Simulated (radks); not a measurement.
Values are calculated unless marked as measured or tabulated.
Task: Mean orbital radii <r> (bohr) of the selenium ion Se+, [Ar] 3d10 4s2 4p3, of relativity; Dirac values are averaged over j with weights 2j + 1. Spin-unpolarised spherical Kohn-Sham, PBE, point nucleus unless stated (finite: rms radius 4.14 fm), a radial shooting solver on a logarithmic mesh with Libxc functionals. A level marked "c x" has the speed of light scaled by that factor and shares open shells by 2j + 1; other Dirac levels either fill j = l - 1/2 first or share by 2j + 1.

shell  non-rel.
1s      0.04499
2s       0.2000
2p       0.1728
3s       0.5850
3p       0.5942
3d       0.6272
4s        1.774
4p        2.127

Give the values at the level "Dirac, 2j+1 shares, finite nucleus".

Result: 
shell  Dirac, 2j+1 shares, finite nucleus  change of magnitude (%)
1s                                0.04408                    -2.03
2s                                 0.1957                    -2.16
2p                                 0.1710                    -1.02
3s                                 0.5739                    -1.90
3p                                 0.5894                    -0.81
3d                                 0.6300                    +0.44
4s                                  1.745                    -1.65
4p                                  2.120                    -0.32
